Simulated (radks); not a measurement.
Values are calculated unless marked as measured or tabulated.
Task: Excited configurations of the germanium ion Ge+: one electron is placed in a higher orbital outside [Ar] 3d10 4s2. The ground configuration is [Ar] 3d10 4s2 4p1. Code: a radial shooting solver on a logarithmic mesh with Libxc functionals. Model: non-relativistic Kohn-Sham, r2SCAN, spin-unpolarised, spherical densities, point nucleus; meta-GGA in the generalised Kohn-Sham scheme. Excitation = E - E(ground); binding = E(ion) - E, where the ion is the core of charge +2; n* = 2/sqrt(2 binding) in atomic units, and the quantum defect is n - n*.

| outer orbital | excitation (eV) | binding (eV) | n* | quantum defect | eigenvalue (eV) | <r> (bohr) |
|---|---|---|---|---|---|---|
| 5p | 9.317 | 6.019 | 3.007 | 1.993 | -4.711 | 6.426 |
| 6f | 13.814 | 1.522 | 5.981 | 0.019 | -1.204 | 24.09 |
| 7p | 13.164 | 2.172 | 5.006 | 1.994 | -1.777 | 18.59 |
| 7d | 13.710 | 1.625 | 5.787 | 1.213 | -1.289 | 24.22 |
| 7f | 14.209 | 1.127 | 6.950 | 0.050 | -0.907 | 33.85 |

Estimate the row for 7s.

Result: excitation (eV) 12.801; binding (eV) 2.534; n* 4.634; quantum defect 2.366; eigenvalue (eV) -2.070; <r> (bohr) 16.28. The Delta-SCF ionisation energy is 15.335 eV (NIST Atomic Spectra Database: 15.935 eV, measured). Self-interaction in the functional shifts the binding energies and quantum defects, so they are the method's values and not measured ones. Spin polarisation and multiplet splitting are left out, so open shells lie too high by an amount that depends on their filling.

Beside tabulated values, note that spin-unpolarised runs miss the spin-polarisation part of the exchange energy of open shells.
